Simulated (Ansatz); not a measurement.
Calculated with Ansatz (gas phase, PBE0-D4/def2-TZVP geometries, no zero-point term in ΔE). CBS: MP2 limit from def2 TZ/QZ plus the TZ coupled-cluster correction, frozen cores. Functionals use def2-TZVPP. Elements past krypton have def2 core potentials. For Ge, Te outer-core shells are correlated without core-valence functions, which leaves a few kJ/mol of doubt a bond. Scalar relativity is left out up to krypton. One conformer a species, not always the lowest.

Reaction (cleavage of the Si–Ge bond): `S[SiH2][GeH3]` + H₂Te → `S[SiH2][TeH]` + GeH₄

(1) Is it downhill or uphill in electronic energy at CCSD(T)/CBS, and by how much? (Estimate.)

(2) What do these levels give: PBE-D4, r2SCAN-D4, PBE, PBE0, r2SCAN0, MP2/CBS(def2)? (Estimate.)

Largest T1 diagnostic among the species: 0.012.

Results:

(1) Computed: Downhill: ΔE = -47.0 kJ/mol.

(2) Ansatz gave: PBE-D4 -41.2, r2SCAN-D4 -43.8, PBE -39.9, PBE0 -42.3, r2SCAN0 -45.4, MP2/CBS(def2) -57.4 kJ/mol.

Leaving LDA and LC-ωPBE aside and taking each functional with its dispersion term where it has one, the values, not all of them listed here, spread over 6.0 kJ/mol, from PBE-QIDH to PBE-D4. From BLYP to BHLYP (50 % exact exchange), in def2-TZVPP and without D4, ΔE moves by −5.3 kJ/mol. At CCSD(T), def2-SVP lies +5.4 kJ/mol from the extrapolated value and def2-TZVPP +6.0 kJ/mol.
